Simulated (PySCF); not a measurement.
CH₇AlP₂. Atoms are numbered in the order given.

```xyz
11

Al     0.0070     0.3915     0.0000
C      0.0015     2.3460     0.0000
H      1.0388     2.7273     0.0000
H     -0.4926     2.7627     0.8933
H     -0.4926     2.7627    -0.8933
P     -0.1154    -0.7965     1.9868
H      0.8241     0.0290     2.6703
H      0.8303    -1.7910     1.6064
P     -0.1154    -0.7965    -1.9868
H      0.8303    -1.7910    -1.6064
H      0.8241     0.0290    -2.6703
```
Charge 0, spin multiplicity 1.

Coordinates come from a ωB97X-D3(BJ)/def2-SVP optimisation. Other conformers were not sampled.

All values below come from PBE/def2-TZVP (PySCF).

Gas-phase values at a fixed geometry.

```yaml
total_energy: -967.00143 hartree
point_group: Cs
highest_occupied_level: -5.78 eV
lowest_empty_level: -1.89 eV
orbital_gap: 3.89 eV
dipole_moment: 1.55 D
quadrupole, principal values (traceless, Buckingham form, about the centre of nuclear charge): -5.58, 0.10, 5.48 D·Å
mean_static_polarisability: 99.5 bohr³ (14.75 Å³)
polarisability_principal_values: 74.8, 102.0, 121.7 bohr³
```
